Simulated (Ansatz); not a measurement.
```yaml
crystal:
  periodic: [false, false, false]
  atoms:
    - {symbol: Cs, position_ang: [0.023132, -0.057260, -0.007176]}
    - {symbol: Br, position_ang: [2.923691, 0.906267, 1.257135]}
    - {symbol: Br, position_ang: [-2.866070, -1.046113, -1.313393]}
basis:
  gaussian: {orbitals: def2-TZVP}
total_charge: -1
magnetization: {spin_polarized: true, initial_magnetization: 2}
hamiltonian: {xc: {name: PBE0}, dispersion: d3bjatm}
scf: {lower_state_search: light}
```

```sh
$ ansatz run in.yaml --threads 4 --pin off --events-out ev --progress --plain --max-ram 3916MiB
```

Shortened log:

```
Functional definition: PBE0
920 factors; integrals over basis functions are off by at most 4.3e-4 eV
mean field evaluation 1: about -140626.4534 eV, gradient 1.4e1 eV
mean field evaluation 2: about -140626.5734 eV, gradient 1.4e1 eV
mean field evaluation 4: about -140626.8307 eV, gradient 3.5e0 eV
mean field evaluation 8: about -140626.9771 eV, gradient 3.0e-2 eV
mean field evaluation 16: about -140626.9771 eV, gradient 1.5e-3 eV
mean field evaluation 32: about -140626.9771 eV, gradient 4.6e-5 eV
mean field evaluation 64: about -140626.9771 eV, gradient 5.5e-3 eV
mean field evaluation 96: about -140626.9725 eV, gradient 4.0e-1 eV
mean field evaluation 128: about -140626.9087 eV, gradient 3.6e-1 eV
mean field -140626.97710379 eV, -5167.9460881755 hartree, gradient 8.1e-6 eV, S^2 2.004723; 10 other end points of the search recorded, 0 dependent functions left out
reference -140626.97714829 eV, -5167.9460898110 hartree; 41, 39 occupied and 84, 86 virtual orbitals, 920 factors
Total energy: -140627.02763908 eV, -5167.9479453134 hartree
```

It took 34 s on 4 threads of Arm Neoverse V1 on a shared host, peak host memory 0.56 GiB.

In the def2 sets Cs takes a core potential; there is no spin–orbit coupling. The highest occupied level of an anion often lies above zero with these methods, and sets without diffuse functions describe the outer electron poorly.
